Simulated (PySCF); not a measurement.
Working with the constants of SeO⁻

UHF-CCSD(T) constants of SeO⁻, ²Π (doublet), unpaired electrons π ↑ (Se aug-pcseg-1, O aug-pcseg-1; no relativity (PySCF 2.14); masses 79.9165 and 15.9949 u):

| Item | Value |
| --- | --- |
| ωe | 686.5 cm⁻¹ |
| ωexe | 3.98 cm⁻¹ |
| Be | 0.39705 cm⁻¹ |
| αe | 0.00323 cm⁻¹ |
| D (centrifugal) | 5.31e-07 cm⁻¹ |
| De to Se⁻ + O | 3.37 eV |

Problem. Give the vibrational terms G(v) and spacings up to v = 6.

Solution. G(v) = ωe(v+½) − ωexe(v+½)².

```tsv
v	G(v) (cm⁻¹)	G(v) − G(v−1)	Bv (cm⁻¹)
0	342		0.3954
1	1021	679	0.3922
2	1691	671	0.3890
3	2354	663	0.3857
4	3009	655	0.3825
5	3655	647	0.3793
6	4294	639	0.3761
```

Problem. How well does the Morse estimate ωe²/(4ωexe) reproduce De, and what is D0?

Solution. It gives 3.67 eV, 109 % of the computed De. D0 = De − G(0) = 3.37 − 0.04 = 3.33 eV.

Correlated steps freeze 10 core orbitals. Correlated levels converge slowly with the basis: in double zeta they bind strong bonds too weakly, by up to about 1 eV, and carry superposition errors of some tenths. Spin–orbit coupling is left out. For an ion De counts to the pair picked by the measured ionisation energies or electron affinities, which need not be the lowest pair at this level. The CCSD T1 diagnostic is raised, a sign that a single reference may not be enough here. The state was picked by a PBE0 search and need not be the measured ground state.
